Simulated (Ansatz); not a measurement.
Total energies of `[CH3][Al]([CH3])[CH2]S`.

Cartesian coordinates in Å:
```
C -1.624 0.813 1.077
Al -0.105 -0.062 0.209
C -0.173 -1.871 -0.539
C 1.616 0.881 0.206
S 1.025 1.450 -1.461
H -1.786 0.405 2.081
H -1.472 1.890 1.187
H -2.553 0.662 0.520
H -0.308 -2.609 0.260
H -1.014 -1.998 -1.227
H 0.741 -2.145 -1.074
H 2.607 0.443 0.112
H 1.680 1.796 0.797
H 1.366 0.347 -2.150
```

Charge 0, multiplicity 1. All single points use the PBE0-D4/def2-TZVP geometry. It is one conformer, not always the lowest. Basis def2-TZVPP, Ansatz.

RPA on PBE orbitals: Hartree–Fock energy of these orbitals -758.31603 Eh, correlation -1.37727 Eh (frozen core).

```tsv
functional	kind	energy without D4 (Eh)	D4 term (kJ/mol)
LDA (SPW92)	LDA	-756.86507	–
PBE	GGA	-759.95830	-29.2
revPBE	GGA	-760.27913	-82.3
BLYP	GGA	-760.36395	-62.4
r2SCAN	meta-GGA	-760.31424	-7.6
B97M-V	meta-GGA with VV10	-760.28930	–
PBE0	global hybrid, 25 % exact exchange	-760.03894	-25.1
B3LYP	global hybrid, 20 %	-760.49255	-46.8
r2SCANh	meta-GGA hybrid, 10 %	-760.30648	-8.1
r2SCAN0	meta-GGA hybrid, 25 %	-760.29588	-9.0
HSE06 (plane-wave form)	screened hybrid	-760.01762	-23.6
BHLYP	global hybrid, 50 %	-760.36030	-37.5
CAM-B3LYP	range-separated hybrid	-760.38288	-25.8
LC-ωPBE	long-range corrected hybrid	-760.17476	–
ωB97X-V	range-separated hybrid GGA with VV10	-760.30918	–
ωB97M-V	range-separated hybrid meta-GGA with VV10	-760.32793	–
B2PLYP	double hybrid	-760.07888	–
PBE-QIDH	double hybrid	-759.85005	–
```

B3LYP takes the VWN-RPA correlation (the form of Gaussian; ORCA's B3LYP/G). HSE06 is the plane-wave form, built on full-range PBE exchange. The double hybrids freeze the cores in their second-order part.

LC-ωPBE has ω = 0.4 bohr⁻¹.
